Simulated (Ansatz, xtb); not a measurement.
## Ranking isomers of C2H9BrGeSi

4 gas-phase structures of C2H9BrGeSi, from a drawn sample of its isomers (lower ones may exist). Each was relaxed with GFN2-xTB; where two conformers were screened, the lower at r2SCAN-D4/def2-SVP is listed:

A. `[CH3][GeH2][CH2][SiH2]Br`, a singlet
B. `C[SiH2][CH2][GeH2][Br]`, a singlet
C. `C[C@@H]([GeH3])[SiH2]Br`, a singlet
D. `C[C@@H]([SiH3])[GeH2][Br]`, a singlet

**Question.** Which do you expect lowest at r2SCAN-D4/def2-SVP, and how would the others follow?

**Answer.** Calculated order at r2SCAN-D4/def2-SVP: B (0.0), A (1.3), C (10.3), D (12.4) kcal/mol.

Energies above the lowest of each column, in kcal/mol; the last columns are at PBE-D3(BJ)/def2-SVP geometries:

| structure | GFN2-xTB | HF/STO-3G | r2SCAN-D4/def2-SVP | PBE-D3(BJ)/def2-SVP | CCSD(T)/def2-SVP + ΔMP2/def2-TZVPP |
| --- | --- | --- | --- | --- | --- |
| B | 2.3 | 0.0 | 0.0 | 0.0 | 0.7 |
| A | 6.4 | 2.0 | 1.3 | 1.1 | 0.0 |
| C | 5.9 | 11.8 | 10.3 | 9.2 | 10.6 |
| D | 0.0 | 14.6 | 12.4 | 11.2 | 13.0 |

CCSD(T)/def2-SVP + ΔMP2/def2-TZVPP puts A lowest, with B within 1 kcal/mol; GFN2-xTB picks D. CCSD(T)/def2-SVP + ΔMP2/def2-TZVPP orders those it was run on as A (0.0), B (0.7), C (10.6), D (13.0) kcal/mol. Less than 1 kcal/mol parts A and B, so the order within that pair means little. Flexible structures stand in one conformer each, not always the lowest. The ΔMP2 step shifts differences by up to 3.9 kcal/mol, which makes them less sure. ΔMP2 is the change of the MP2 energy from the smaller to the larger basis.

Over these structures GFN2-xTB departs from r2SCAN-D4/def2-SVP by 6.1 kcal/mol on average once a common shift is removed. A GFN2-xTB relaxation took about 0.099 s and the r2SCAN-D4/def2-SVP energy about 2.7 s on a shared host (Ansatz 0.2.0, xtb 6.7.1).
